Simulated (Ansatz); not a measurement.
`[SiH3][SiH]1CO1` + HI → `I[SiH]1CO1` + SiH₄ at 600 K and 1 bar (cleavage of the Si–Si bond).

Gas-phase electronic energies from Ansatz, PBE0-D4/def2-TZVP geometries. CCSD(T)/CBS adds triple-zeta CCSD(T) − MP2 to the extrapolated MP2 energy (def2 sets, frozen cores). This one scheme is used for every species. Elements past krypton have def2 core potentials. For I outer-core shells are correlated without core-valence functions, which leaves a few kJ/mol of doubt a bond.

| species | CCSD(T)/CBS energy (Eh) | H − E (kJ/mol) | S (J/(mol·K)) |
| --- | --- | --- | --- |
| `[SiH3][SiH]1CO1` | -694.95910 | 226.5 | 417.9 |
| HI | -298.03592 | 31.6 | 227.0 |
| `I[SiH]1CO1` | -701.56659 | 149.8 | 383.3 |
| SiH₄ | -291.46306 | 108.7 | 242.3 |

H − E and S are ideal-gas, rigid-rotor, harmonic terms from PBE0-D4/def2-TZVP, for one conformer and one mirror image of each species. 1 Eh = 2625.50 kJ/mol, R = 8.31446 J/(mol·K).

**Question.** By hand: ΔE, ΔH, ΔS and ΔG.

**Answer.** ΔE = (-701.56659) + (-291.46306) − (-694.95910) − (-298.03592) = -0.03463 Eh = -90.9 kJ/mol. Δ(H − E) = 149.8 + 108.7 − 226.5 − 31.6 = 0.4, so ΔH = -90.5 kJ/mol. ΔS = 383.3 + 242.3 − 417.9 − 227.0 = -19.3 J/(mol·K). ΔG = -90.5 − 600 × (-19.3)/1000 = -78.9 kJ/mol.

**Question.** By hand: the equilibrium constant, and the temperature at which ΔG would vanish if ΔH and ΔS stayed fixed.

**Answer.** log₁₀ K = −ΔG/(RT ln 10) = 6.9. ΔG = 0 at ΔH/ΔS = 4689 K, far beyond where these terms or the molecules hold.

ΔH outweighs TΔS. A doubt of 5 kJ/mol in ΔE shifts log₁₀ K by 0.4 here. Other conformers and mirror images would add mixing entropy, several J/(mol·K) or more a flexible species. These are equilibria of isolated gas molecules and say nothing of rates. Largest T1 diagnostic: 0.015 (customary marks: 0.02 for closed shells, 0.045 for open ones).
